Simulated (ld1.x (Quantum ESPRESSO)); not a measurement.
# What one change does to a pseudopotential (Se (Z = 34), RRKJ)

ld1.x (Quantum ESPRESSO) 7.5 input, shortened:

```
&input
   title='Se', zed=34., rel=1, dft='PBE', iswitch=3,
   config='[Ar] 3d10 4s2 4p4 4d-2'
 /
 &inputp
   pseudotype=2, tm=.false., rho0=0.001, lloc=0,
   nlcc=.true., new_core_ps=.true., rcore=1.15
 /
3
4P  2  1   4.00   0.00  1.85  1.85  0.0
4D  3  2  -2.00   0.50  2.05  2.05  0.0
4S  1  0   2.00   0.00  1.10  1.10  0.0
 &test
   configts(1)='4s2 4p4'
 /
```

All-electron outer shells of the reference configuration (PBE, scalar-relativistic, ld1.x):

```csv
shell,level (eV),outermost node (bohr),outermost maximum (bohr)
3p,-152.98,0.21,0.50
3d,-53.12,–,0.45
4s,-17.29,0.70,1.51
4p,-6.51,0.74,1.82
```

Change: type TM; local potential the d channel; rho0 0.

Cutoffs: the cutoffs (Ry, on a coarse ladder) from which the occupation-weighted sum of valence levels, in a spherical-Bessel basis at the reference potential, stays within 10 and 1 mRy of its value at 400 Ry; they do not see the model core or the augmentation charge, which bear on the density cutoff. Errors are all-electron minus pseudo energies relative to the spin-unpolarised reference configuration.

**Question.** How do hardness, ghosts and transferability respond?

**Answer.** The potential gets neither clearly harder nor softer (80 Ry and 260 Ry → 70 Ry and 260 Ry); the bound ghost in p disappears; of the 7 tests that both files solve, the error grows in 4 and shrinks in 2 by more than 15 % and 0.3 meV (median size 24.6 → 19.0 meV). Several settings change at once here, so the effects cannot be laid on one of them.

```csv
quantity,base,changed
"cutoff, loose",80 Ry,70 Ry
"cutoff, tight",260 Ry,260 Ry
loose cutoff by channel (10 mRy a level),"p 21 Ry, s 60 Ry","s 60 Ry, p 15 Ry"
bound ghosts,p,none
"error for 4s2 4p3, meV [ΔE 10.84 eV]",-6.9,-13
"error for 4s2 4p2, meV [ΔE 31.19 eV]",-27,-62
"error for 4s2 4p1, meV [ΔE 62.06 eV]",-48,-155
"error for 4s1 4p5, meV [ΔE 10.88 eV]",-25,-19
"error for 4s2 4p4.3, meV [ΔE -1.59 eV]",0.0,-0.3
"error for 4s2 4p3.5, meV [ΔE 4.31 eV]",-1.9,-3.0
"error for 4s0 4p6, meV [ΔE 21.96 eV]",-111,-79
s: phases at 2.24 bohr within 0.05 rad from the reference energy up to (Ry; the scan ends near 5),1.5,2.2
p: phases at 2.24 bohr within 0.05 rad from the reference energy up to (Ry; the scan ends near 5),3.5,3.0
d: phases at 2.24 bohr within 0.05 rad from the reference energy up to (Ry; the scan ends near 5),to the end of the scan,to the end of the scan
```

 A true bound ghost makes a file unfit for plane-wave use even where its test errors are small: the radial tests pick states by their node count and pass the ghost by.
